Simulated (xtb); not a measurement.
xtb input (GFN1-xTB):

```bash
xtb mol.xyz --gfn 1 --sp --chrg -1 --uhf 0
```
mol.xyz:
```
7

B      0.24454535    -0.52683718     0.06224231
Cl    -0.23552032     1.31956228    -0.23972029
N      1.49416912    -0.93194273    -0.24027199
N     -0.93335844    -1.19481569     0.64533443
H      1.64199446    -1.92166954    -0.04501064
H     -0.95278310    -2.19846509     0.53688278
H     -1.83376751    -0.79092928     0.43672423
```

End of the output:

```
         :::::::::::::::::::::::::::::::::::::::::::::::::::::
         ::                     SUMMARY                     ::
         :::::::::::::::::::::::::::::::::::::::::::::::::::::
         :: total energy             -13.970622681374 Eh    ::
         :: gradient norm              0.023575706364 Eh/a0 ::
         :: HOMO-LUMO gap              5.731434722432 eV    ::
         ::.................................................::
         :: SCC energy               -14.077704450343 Eh    ::
         :: -> electrostatic           0.172547246631 Eh    ::
         :: repulsion energy           0.109044629679 Eh    ::
         :: dispersion energy         -0.001962860710 Eh    ::
         :: halogen bond corr.         0.000000000000 Eh    ::
         :: add. restraining           0.000000000000 Eh    ::
         :: total charge              -1.000000000000 e     ::
         :::::::::::::::::::::::::::::::::::::::::::::::::::::

           -------------------------------------------------
          |                Property Printout                |
           -------------------------------------------------

    * Orbital Energies and Occupations

         #    Occupation            Energy/Eh            Energy/eV
      -------------------------------------------------------------
         1        2.0000           -0.6717671             -18.2797
         2        2.0000           -0.5481343             -14.9155
         3        2.0000           -0.4689569             -12.7610
         4        2.0000           -0.3626737              -9.8689
         5        2.0000           -0.3481347              -9.4732
         6        2.0000           -0.3076172              -8.3707
         7        2.0000           -0.2849186              -7.7530
         8        2.0000           -0.2754737              -7.4960
         9        2.0000           -0.2595973              -7.0640
        10        2.0000           -0.2279199              -6.2020
        11        2.0000           -0.1641273              -4.4661
        12        2.0000           -0.1539529              -4.1893 (HOMO)
        13                          0.0566735               1.5422 (LUMO)
        14                          0.0721897               1.9644
        15                          0.0857437               2.3332
Note: The following floating-point exceptions are signalling: IEEE_DENORMAL
normal termination of xtb
        16                          0.1224388               3.3317
        17                          0.1535918               4.1794
        18                          0.1929849               5.2514
        19                          0.1931689               5.2564
        20                          0.1970519               5.3621
        21                          0.2169083               5.9024
        22                          0.3515237               9.5654
        23                          0.3928012              10.6887
       ...                                ...                  ...
        27                          1.0313426              28.0643
      -------------------------------------------------------------
                  HL-Gap            0.2106264 Eh            5.7314 eV
             Fermi-level           -0.0486397 Eh           -1.3236 eV

  Mulliken/CM5 charges         n(s)   n(p)   n(d)
     1B     0.41260  0.34325   0.870  1.718  0.000
     2Cl   -0.55654 -0.50303   1.962  5.603 -0.008
     3N    -0.72842 -0.92082   1.521  4.207  0.000
     4N    -0.56927 -0.94934   1.449  4.120  0.000
     5H     0.12598  0.32213   0.874  0.000  0.000
     6H     0.15301  0.34909   0.847  0.000  0.000
     7H     0.16264  0.35873   0.837  0.000  0.000

Wiberg/Mayer (AO) data.
largest (>0.10) Wiberg bond orders for each atom

 ---------------------------------------------------------------------------
     #   Z sym  total        # sym  WBO       # sym  WBO       # sym  WBO
 ---------------------------------------------------------------------------
     1   5 B    3.388 --     3 N    1.719     4 N    0.987     2 Cl   0.635
     2  17 Cl   0.707 --     1 B    0.635
     3   7 N    2.819 --     1 B    1.719     5 H    0.965
     4   7 N    3.000 --     1 B    0.987     6 H    0.958     7 H    0.954
     5   1 H    1.003 --     3 N    0.965
     6   1 H    0.991 --     4 N    0.958
     7   1 H    0.991 --     4 N    0.954
 ---------------------------------------------------------------------------

Topologies differ in total number of bonds
Writing topology from bond orders to xtbtopo.mol

 dipole moment from electron density (au)
     X       Y       Z
  -1.6649  -1.0472   0.2418  total (Debye):    5.037

           -------------------------------------------------
          | TOTAL ENERGY              -13.970622681374 Eh   |
          | GRADIENT NORM               0.023575706364 Eh/α |
          | HOMO-LUMO GAP               5.731434722432 eV   |
           -------------------------------------------------

------------------------------------------------------------------------
------------------------------------------------------------------------
 total:
 SCF:
```

It need not be the lowest isomer of its formula. Whether it binds its extra electron was not tested at this geometry.
